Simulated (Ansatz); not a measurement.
`[CH3][In]([F])[O][SiH3]` + `[OH][Sn][Cl]` → `[SiH3][O][Sn][Cl]` + `[CH3][In]([OH])[F]`  (ligand exchange at the Si–O bond)

Isolated molecules relaxed with PBE0-D4/def2-TZVP in Ansatz; ΔE leaves out vibrations. CCSD(T)/CBS is the MP2 limit (def2-TZVPP, def2-QZVPP) plus CCSD(T) − MP2 in def2-TZVPP, frozen cores. def2 core potentials past Kr. For In, Sn outer-core shells are correlated without core-valence functions, which leaves a few kJ/mol of doubt a bond. Each species was taken in one conformer, which may not be the lowest.

`[CH3][In]([F])[O][SiH3]`:

Cartesian coordinates in Å:
```
C -1.949 -0.815 -0.882
In -1.063 0.394 0.616
F -2.075 1.347 1.977
O 0.832 0.811 0.959
Si 2.284 0.422 0.340
H -1.271 -1.626 -1.141
H -2.892 -1.210 -0.508
H -2.134 -0.201 -1.763
H 2.979 1.634 -0.174
H 3.142 -0.216 1.375
H 2.149 -0.541 -0.798
```

`[OH][Sn][Cl]`:

```xyz
4

O     0.616    0.295    0.732
Sn   -1.069    0.091   -0.276
Cl   -0.090   -1.190   -2.001
H     0.543    0.804    1.545
```

`[SiH3][O][Sn][Cl]`:

```xyz
7

Si   -0.061   -0.946    0.198
O    -0.531    0.103   -0.975
Sn   -0.429    2.015   -1.410
Cl    0.785    2.685    0.523
H    -0.653   -0.579    1.512
H    -0.532   -2.306   -0.177
H     1.420   -0.972    0.329
```

`[CH3][In]([OH])[F]`:

Cartesian coordinates in Å:
```
C -1.294 -0.445 -0.142
In 0.559 0.585 0.022
O 2.436 0.066 0.344
F 0.565 2.528 -0.169
H -1.512 -0.958 0.794
H -2.074 0.282 -0.357
H -1.237 -1.178 -0.946
H 2.557 -0.880 0.454
```

```tsv
species	CCSD/CBS(def2) energy (Eh)
`[CH3][In]([F])[O][SiH3]`	-695.57692
`[OH][Sn][Cl]`	-749.63753
`[SiH3][O][Sn][Cl]`	-1039.95589
`[CH3][In]([OH])[F]`	-405.26045
```

(1) Work out ΔE.

Largest T1 diagnostic among the species: 0.017.

## Answers

(1) ΔE = (-1039.95589) + (-405.26045) − (-695.57692) − (-749.63753) = -0.00189 Eh = -5.0 kJ/mol. CCSD(T)/CBS gives -5.3 kJ/mol.

The D4 term adds −4.2 kJ/mol with B3LYP and −2.2 kJ/mol with PBE0; it sums over pairs of atoms, weighted by their polarisabilities, and B3LYP, whose exchange is more repulsive, gets the larger term. In def2-TZVPP, CCSD(T) changes the Hartree–Fock value by −3.6 kJ/mol (the triples alone add −0.4 kJ/mol) and MP2 by −4.9 kJ/mol. Leaving LDA and LC-ωPBE aside and taking each functional with its dispersion term where it has one, the values, not all of them listed here, spread over 6.5 kJ/mol, from BLYP-D4 to r2SCAN0-D4.

B3LYP here is the variant with VWN-RPA as its local correlation; programs differ in this.
